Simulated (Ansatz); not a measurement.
Calculated with Ansatz (gas phase, PBE0-D4/def2-TZVP geometries, no zero-point term in ΔE). CCSD(T)/CBS adds triple-zeta CCSD(T) − MP2 to the extrapolated MP2 energy (def2 sets, frozen cores). This one scheme is used for every species. DFT in def2-TZVPP. HSE06 is defined as in plane-wave codes.

Consider the substitution at a C–Cl bond: `CC(C)(C)Cl` + `[OH][AlH2]` → `CC(C)(C)[O][AlH2]` + HCl.

`CC(C)(C)Cl`:

```xyz
14

C    -0.919   -0.399   -1.051
C     0.158   -0.295    0.010
C     1.189    0.759   -0.345
C    -0.435   -0.053    1.384
Cl    1.021   -1.898    0.067
H    -0.485   -0.615   -2.028
H    -1.632   -1.188   -0.807
H    -1.461    0.549   -1.114
H     1.639    0.553   -1.316
H     1.981    0.798    0.404
H     0.705    1.740   -0.388
H    -0.963    0.906    1.388
H     0.345   -0.020    2.146
H    -1.144   -0.839    1.647
```

`[OH][AlH2]`:

Cartesian coordinates in Å:
```
O -1.168 0.281 0.196
Al 0.416 -0.093 -0.283
H -1.446 0.317 1.109
H 1.516 -0.401 0.815
H 0.683 -0.103 -1.837
```

`CC(C)(C)[O][AlH2]`:

Z-matrix (Å, degrees):
```
C
C 1 1.521
H 1 1.092 2 110.1
H 1 1.092 2 110.1 3 -119.2
H 1 1.092 2 111.1 3 120.4
C 2 1.524 1 110.4 3 178.5
C 2 1.524 1 110.4 3 -59.3
O 2 1.414 1 107.1 3 59.6
H 6 1.094 2 110.5 1 -179.7
H 6 1.093 2 110.1 1 -59.7
H 6 1.093 2 111.2 1 60.3
H 7 1.094 2 110.5 1 179.7
H 7 1.093 2 111.2 1 -60.3
H 7 1.093 2 110.1 1 59.7
Al 8 1.685 2 137.9 1 180.0
H 15 1.578 8 115.6 2 -179.9
H 15 1.586 8 120.8 2 0.0
```

HCl:

Cartesian coordinates in Å:
```
Cl 0.440 0.398 0.238
H -0.440 -0.398 -0.238
```

```csv
level,ΔE (kJ/mol),difference from CCSD(T)/CBS
PBE-D4,25.6,-1.4
BLYP-D4,22.3,-4.7
r2SCAN0-D4,23.7,-3.3
B2PLYP,26.8,-0.2
PBE,28.8,1.8
r2SCAN0,25.2,-1.8
HSE06,27.5,0.5
MP2/def2-SVP,12.8,-14.2
HF/def2-QZVPP,20.6,-6.4
SCS-MP2/def2-QZVPP,30.7,3.7
CCSD(T)/CBS,27.0,0
```

Largest T1 diagnostic among the species: 0.012.

The D4 term adds −4.7 kJ/mol with B3LYP and −3.1 kJ/mol with PBE0; it sums over pairs of atoms, weighted by their polarisabilities, and B3LYP, whose exchange is more repulsive, gets the larger term. Leaving LDA and LC-ωPBE aside and taking each functional with its dispersion term where it has one, the values, not all of them listed here, spread over 9.7 kJ/mol, from CAM-B3LYP-D4 to PBE-QIDH. LDA lies −9.2 kJ/mol from PBE without D4. At CCSD(T), def2-SVP lies −21.8 kJ/mol from the extrapolated value and def2-TZVPP −5.0 kJ/mol.

B3LYP here is the variant with VWN-RPA as its local correlation; programs differ in this.
